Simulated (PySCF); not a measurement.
Precursor series Hf H-SH. Isolated molecules, 0 K electronic values unless said otherwise. One relaxed conformer stands for each flexible species; it need not be the lowest.

The charge on the central atom (Mulliken) from two functionals at the same geometries (BP86-D3(BJ)/def2-SVP), both in PySCF: PBE-D3(BJ)/def2-TZVP and TPSSh-D3(BJ)/def2-TZVP. 

```csv
species,PBE-D3(BJ)/def2-TZVP (e)
0 of 4 H replaced by SH ([Hf(H)4]),0.69
1 of 4 H replaced by SH ([Hf(H)3(SH)]),0.69
2 of 4 H replaced by SH,0.74
4 of 4 H replaced by SH ([Hf(SH)4]),0.84
```

What does TPSSh-D3(BJ)/def2-TZVP give for each?


- 0 of 4 H replaced by SH ([Hf(H)4]): 0.83
- 1 of 4 H replaced by SH ([Hf(H)3(SH)]): 0.83
- 2 of 4 H replaced by SH: 0.89
- 4 of 4 H replaced by SH ([Hf(SH)4]): 1.00
Over these rows, drawn at random from the members with no instability flagged (it was tested for open shells, ions and some series alone), PBE minus TPSSh-D3(BJ): mean -0.14 e, from -0.15 e to -0.14 e.
